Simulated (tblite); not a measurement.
Start geometry of `CCP(C)[Si](C)(C)C` from a force field or distance geometry (Å):
```
atom  x, y, z in Å
C1     3.3208   -0.0908    0.9699
C2     2.0112    0.6076    0.5957
P3     0.8765   -0.4747   -0.3614
C4     0.9646   -0.1232   -2.2072
Si5   -1.2525   -0.1784    0.1832
C6    -1.5136    1.2494    1.3317
C7    -2.2842    0.1735   -1.3549
C8    -1.8494   -1.7939    0.8832
H9     4.0650    0.7140    1.1886
H10    3.7331   -0.6791    0.1512
H11    3.2330   -0.6691    1.9188
H12    1.5415    0.9545    1.5401
H13    2.2979    1.4799   -0.0213
H14    1.7637   -0.7034   -2.6977
H15    1.0392    0.9713   -2.3170
H16   -0.0132   -0.4833   -2.6050
H17   -2.5421    1.6725    1.2510
H18   -0.7651    2.0565    1.1345
H19   -1.3939    0.8523    2.3679
H20   -3.1575    0.8222   -1.1081
H21   -2.5898   -0.7632   -1.8587
H22   -1.6487    0.7972   -2.0271
H23   -0.9629   -2.4030    1.1247
H24   -2.4781   -2.3324    0.1067
H25   -2.4062   -1.6323    1.8201
```

Task: What comes out of this run: GFN2-xTB geometry optimisation, gas phase in tblite?

Result: 
```
atom  x, y, z in Å
C1     3.2717   -0.4952    0.6361
C2     1.7770   -0.2569    0.8063
P3     0.8185   -0.7467   -0.7185
C4     1.1856    0.7288   -1.7795
Si5   -1.2519   -0.1599   -0.0020
C6    -1.4285    1.6123    0.7157
C7    -2.4284   -0.3288   -1.4973
C8    -1.7381   -1.4176    1.3508
H9     3.8059   -0.2546    1.5543
H10    3.6726    0.1231   -0.1647
H11    3.4619   -1.5375    0.3884
H12    1.3990   -0.8700    1.6277
H13    1.5853    0.7921    1.0457
H14    2.2003    0.6516   -2.1661
H15    1.0807    1.6590   -1.2243
H16    0.4990    0.7254   -2.6226
H17   -2.4508    1.8086    1.0242
H18   -1.1583    2.3651   -0.0192
H19   -0.7912    1.7529    1.5841
H20   -3.4662   -0.2696   -1.1863
H21   -2.2833   -1.2819   -1.9959
H22   -2.2593    0.4554   -2.2286
H23   -1.2457   -1.1989    2.2931
H24   -1.4583   -2.4249    1.0587
H25   -2.8082   -1.4077    1.5290
```

The energy falls by 1.045 eV over 288 L-BFGS steps, the largest force on an atom goes from 2.22 to 0.010 eV/Å, and the atoms move by 1.103 Å rms after alignment. The bond that changes most is Si5–C6 (four-coordinate silicon to Si-methyl carbon), which lengthens by 0.069 Å. Bonds longer at the end by more than 0.005 Å: 5 of 24; shorter: 18. Among the angles that change most is C2–P3–Si5, from 112.7° to 98.2°. Among the dihedrals that turn most is C4–P3–Si5–C8, from 121° to -171°. Rotational constants go from 1824, 867.1, 756.0 to 1866, 877.1, 787.8 MHz. The orientation of the end geometry is arbitrary; only internal coordinates are fixed.

Its GFN2-xTB frequencies are all real (lowest 15 cm⁻¹). The numbers are those of one conformer. 3 starts were optimised and ended at 0.00, 0.00 and 0.04 kcal/mol (GFN2-xTB); the lowest of these is shown.

The numbers are calculated, not measured.
